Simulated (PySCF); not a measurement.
Structure with atom numbers: `[OH:1][CH:2]1[CH2:3][CH2:4][CH2:5][CH2:6][CH2:7]1`; H(Xn) means a hydrogen on atom n. Ha(C3), Ha(C4), Ha(C5), Ha(C6), Ha(C7) are cis to O1 on the ring; Hb(C3), Hb(C4), Hb(C5), Hb(C6), Hb(C7) are trans to O1 on the ring.

GIAO PBE0/pcSseg-1 shifts (PySCF 2.14, gas phase, non-relativistic, equivalent atoms averaged), each against references optimised in the same way as the molecule (H2O, TMS).

On the GFN2-xTB geometry: O1 77.9, C2 75.1, C3/C7 41.9, C5 29.9, C4/C6 29.4, H(C2) 3.36, Hb(C3)/Hb(C7) 2.19, Ha(C4)/Ha(C6) 1.82, Hb(C5) 1.65, Hb(C4)/Hb(C6) 1.27, Ha(C5) 1.00, Ha(C3)/Ha(C7) 0.79, H(O1) -0.12 ppm.

What changes on the PBE0-D3(BJ)/def2-SVP geometry?

## Answers


| atoms | δ (ppm) | change |
| --- | --- | --- |
| O1 | 76.0 | -1.9 |
| C2 | 71.1 | -4.0 |
| C3/C7 | 40.2 | -1.7 |
| C5 | 27.9 | -2.0 |
| C4/C6 | 27.5 | -1.9 |
| H(C2) | 3.07 | -0.29 |
| Hb(C3)/Hb(C7) | 1.98 | -0.21 |
| Ha(C4)/Ha(C6) | 1.62 | -0.20 |
| Hb(C5) | 1.45 | -0.20 |
| Hb(C4)/Hb(C6) | 1.20 | -0.07 |
| Ha(C5) | 0.93 | -0.07 |
| Ha(C3)/Ha(C7) | 0.60 | -0.19 |
| H(O1) | -0.63 | -0.51 |

Bonds between heavy atoms that differ most (equivalent bonds averaged): C2–C3 1.532 → 1.526 Å, O1–C2 1.412 → 1.406 Å. Mean change of bonds to hydrogen: O–H -0.000 Å, C–H +0.011 Å.
